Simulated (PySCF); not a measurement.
A PySCF script (with the pyscf-properties extension) for the NMR shieldings of `ClB1CCCSCC1`, C5H10BClS, on a GFN2-xTB geometry:

```python
import basis_set_exchange as bse
import numpy as np
from pyscf import gto, dft
from pyscf.prop import nmr

atoms = """
Cl   -1.407087   -2.533370   -1.346922
B    -0.810144   -1.257822   -0.372276
C     0.727238   -1.288233    0.036724
C     1.578468   -0.155349   -0.571532
C     1.422442    1.181354    0.136056
S    -0.150449    2.038203   -0.187148
C    -1.302979    1.056340    0.828412
C    -1.854232   -0.152231    0.080402
H     0.835300   -1.234035    1.124591
H     1.178636   -2.234180   -0.270215
H     2.632325   -0.438903   -0.504680
H     1.334273   -0.033650   -1.628248
H     2.181673    1.880314   -0.215128
H     1.518965    1.072151    1.217264
H    -2.104086    1.747781    1.089989
H    -0.773913    0.768718    1.736277
H    -2.617113   -0.623593    0.711409
H    -2.398076    0.212822   -0.796596
"""
names = dict.fromkeys(["Cl", "B", "C", "S", "H"], "pcSseg-1")
basis = {el: gto.basis.parse(bse.get_basis(n, elements=[el], fmt="nwchem")) for el, n in names.items()}
mol = gto.M(atom=atoms, basis=basis, charge=0, verbose=0)
mf = dft.RKS(mol, xc="PBE0")
mf.grids.level = 2
mf.grids.alignment = dft.numint.BLKSIZE   # the property module wants whole blocks of grid points
mf.conv_tol = 1e-9
mf.kernel()

calc = nmr.RKS(mf)   # GIAO
C = mf.mo_coeff
Co = C[:, mf.mo_occ > 0]
resp = mf.gen_response(singlet=True, hermi=2)
def vind(x):   # induced exchange potential for any number of trial vectors
    d = np.einsum("pi,xij,qj->xpq", C, 2 * x.reshape(-1, C.shape[1], Co.shape[1]), Co, optimize=True)
    return np.einsum("xpq,pi,qj->xij", resp(d - d.transpose(0, 2, 1)), C, Co, optimize=True).ravel()
mo1, _ = nmr.rhf.solve_mo1(calc, with_cphf=vind)
sigma = calc.kernel(mo1)
for i, s in enumerate(sigma):   # ppm
    w = np.linalg.eigvalsh((s + s.T) / 2)
    print("%2d %-2s iso %8.1f  s11 %8.1f  s22 %8.1f  s33 %8.1f" % (i, mol.atom_pure_symbol(i), w.mean(), *w))
```

Problem. What are the results?

Solution. 
```
 0 Cl iso    653.2  s11    368.1  s22    642.8  s33    948.8
 1 B  iso     21.6  s11    -46.2  s22     12.3  s33     98.8
 2 C  iso    153.1  s11    140.6  s22    155.3  s33    163.3
 3 C  iso    153.6  s11    138.2  s22    147.8  s33    174.8
 4 C  iso    140.3  s11    131.8  s22    138.5  s33    150.6
 5 S  iso    452.1  s11    338.9  s22    424.4  s33    592.9
 6 C  iso    148.2  s11    134.7  s22    143.0  s33    166.9
 7 C  iso    146.9  s11    123.1  s22    153.3  s33    164.3
 8 H  iso     30.4  s11     27.2  s22     29.8  s33     34.1
 9 H  iso     29.9  s11     25.1  s22     29.3  s33     35.3
10 H  iso     29.6  s11     23.3  s22     28.4  s33     37.0
11 H  iso     30.2  s11     27.0  s22     29.1  s33     34.6
12 H  iso     28.8  s11     22.6  s22     27.8  s33     36.0
13 H  iso     29.2  s11     24.3  s22     28.8  s33     34.6
14 H  iso     28.8  s11     22.3  s22     28.0  s33     36.1
15 H  iso     29.2  s11     26.0  s22     27.9  s33     33.6
16 H  iso     29.9  s11     23.9  s22     29.6  s33     36.1
17 H  iso     29.7  s11     25.4  s22     30.3  s33     33.4
```

These numbers come from an equivalent density-fitted implementation of the same equations, which agrees with the script to about 0.01 ppm for H and up to a few tenths of a ppm for heavy atoms, so last digits may differ.

Size and cost of the density-fitted run: 200 basis functions, 76 s wall time on 1 thread of an Arm Neoverse N1, shared host; peak memory 1 GiB.
